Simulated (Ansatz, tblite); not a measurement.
Removing and adding an electron: Cu(NH3)Me (CH6CuN). Charge 0, multiplicity 1. Geometry: PBE0-D4/def2-TZVP. Ansatz, gas phase; energy differences of separate SCF runs; the oxidised species was run as a doublet alone; the reduced species was run as a doublet alone.

```xyz
9

Cu   -0.021    0.007    0.006
N     1.811   -0.561   -0.471
H     1.797   -1.295   -1.172
H     2.308   -0.918    0.339
H     2.350    0.213   -0.847
C    -1.785    0.553    0.464
H    -2.301    0.994   -0.396
H    -1.773    1.303    1.263
H    -2.385   -0.294    0.813
```

The xTB rows come from tblite.

```
               level  −HOMO (eV)  vertical IE (eV)  −LUMO (eV)  vertical EA (eV)  HOMO–LUMO gap (eV)  IE − EA (eV)                       remarks
            GFN1-xTB        9.86             12.98        5.14              1.69                4.72         11.28                             –
            GFN2-xTB        8.19             11.71        1.35             -0.84                6.84         12.55                             –
    PBE-D4/def2-TZVP        4.39              7.72        1.12                 –                3.26             –                             –
   PBE-D4/def2-TZVPD        4.43                 –        1.41             -0.30                3.02             –  HOMO above zero (-1 doublet)
 r2SCAN-D4/def2-TZVP        4.41              7.55        0.54                 –                3.87             –                             –
r2SCAN-D4/def2-TZVPD        4.44                 –        0.80             -0.37                3.64             –  HOMO above zero (-1 doublet)
   PBE0-D4/def2-TZVP        5.39              7.55        0.38                 –                5.02             –                             –
  PBE0-D4/def2-TZVPD        5.43                 –        0.74             -0.38                4.68             –  HOMO above zero (-1 doublet)
```

   A HOMO above zero means that the electron is unbound at that level or that self-interaction error raises the level; the energy of removing that electron tells which. Raw xTB energy differences between charge states are shifted by several eV; the methods need an empirical correction for them. A negative affinity means that the extra electron isn't bound; its size then hangs on the basis.
